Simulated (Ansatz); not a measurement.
Cost and result up the ladder for Pb₃O₇H₈, a hydroxylated oxide cluster (18 atoms). Charge 0, multiplicity 1. Geometry: PBE-D4/def2-SVP.

```csv
atom,x (Å),y (Å),z (Å)
Pb1,-0.838,-2.367,0.890
Pb2,-0.567,0.563,2.836
Pb3,0.377,0.273,-2.104
O4,-1.676,1.231,-0.494
O5,-0.193,2.109,1.294
O6,1.711,-1.516,-2.472
O7,-2.102,-0.546,1.470
O8,-0.505,-1.692,-1.204
O9,0.776,-0.983,1.788
O10,1.515,0.672,-0.140
H11,-1.094,1.746,0.254
H12,-2.298,1.881,-0.870
H13,0.614,1.769,0.798
H14,2.440,-1.499,-1.819
H15,-2.168,0.047,0.658
H16,0.352,-2.076,-1.611
H17,1.192,-0.449,1.025
H18,2.464,0.836,-0.298
```

Ansatz on 4 threads of Arm Neoverse N1 on a shared host. Times are rough, and most runs start from the orbitals of an earlier one. r2SCAN0-D4/def2-TZVP serves as the yardstick here, not as an exact answer. Differences are given only for rows in sets of like size (and for xTB, whose basis is part of the method), since another set adds its own error. Binding counts from free atoms at the same level (Pb triplet, O triplet, H doublet; other spins of the atoms weren't run), without zero-point energy or a counterpoise term.

In the def2 sets Pb takes a core potential; there is no spin–orbit coupling. Correlated methods freeze 19 core orbitals; core or outer-core shells of Pb are correlated, in sets that lack core-valence functions. The rows differ in basis, and correlated rows in double-zeta sets carry the largest basis error.

Correlated methods converge slowly with the basis, most of all in double-zeta sets.

| level | functions | wall time | binding energy per atom (eV) | difference from r2SCAN0-D4/def2-TZVP (eV) |
| --- | --- | --- | --- | --- |
| PBE-D4/def2-SVP | 216 | 7.5 s | 3.68 | – |
| PBE0-D4/def2-SVP | 216 | 13 s | 3.47 | – |
| MP2/def2-SVP | 216 | 14 s | 3.35 | – |
| PBE-D4/def2-TZVP | 415 | 15 s | 3.67 | 0.29 |
| BLYP-D4/def2-TZVP | 415 | 16 s | 3.64 | 0.25 |
| r2SCAN-D4/def2-TZVP | 415 | 33 s | 3.55 | 0.17 |
| r2SCAN0-D4/def2-TZVP | 415 | 53 s | 3.38 | 0.00 |
| PBE0-D4/def2-TZVP (with forces) | 415 | 65 s | 3.47 | 0.09 |
